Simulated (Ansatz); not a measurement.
`CN(C)[Si](F)(F)F`, relaxed with RKS PBE0-D4/def2-TZVP in the Gaussian-basis code of Ansatz from a PBE-D4/def2-SVP geometry. The force threshold is 0.005 eV/Å; the program also tests the step.

The species carries charge 0 and has multiplicity 1.

Start:

```xyz
13

C     0.136    0.356    1.453
N     0.095    0.038    0.035
C     0.720    1.009   -0.849
Si   -0.798   -1.276   -0.564
F    -0.162   -1.774   -1.966
F    -2.365   -1.001   -0.881
F    -0.789   -2.480    0.518
H    -0.304   -0.469    2.046
H     1.187    0.491    1.796
H    -0.420    1.292    1.693
H     1.789    1.162   -0.573
H     0.216    2.003   -0.811
H     0.696    0.649   -1.896
```

Task: How much energy does the relaxation release, and in how many steps? (An estimate is asked.)

Result: Computed: 3.36 kcal/mol, in 6 steps.

Task: Which bonds change most? (Best estimate.)

Result: Ansatz gave: Si4–F7 from 1.618 to 1.577 Å; Si4–F5 from 1.618 to 1.577 Å; Si4–F6 from 1.622 to 1.581 Å; N2–Si4 from 1.698 to 1.673 Å.

Task: Give the relaxed structure. (Best estimate.)

Result: Computed: 
```xyz
13

C     0.139    0.352    1.435
N     0.113    0.006    0.030
C     0.715    0.996   -0.836
Si   -0.787   -1.274   -0.561
F    -0.187   -1.772   -1.931
F    -2.309   -0.966   -0.858
F    -0.796   -2.457    0.481
H    -0.293   -0.447    2.039
H     1.172    0.503    1.771
H    -0.420    1.275    1.635
H     1.762    1.162   -0.555
H     0.192    1.959   -0.776
H     0.699    0.663   -1.875
```
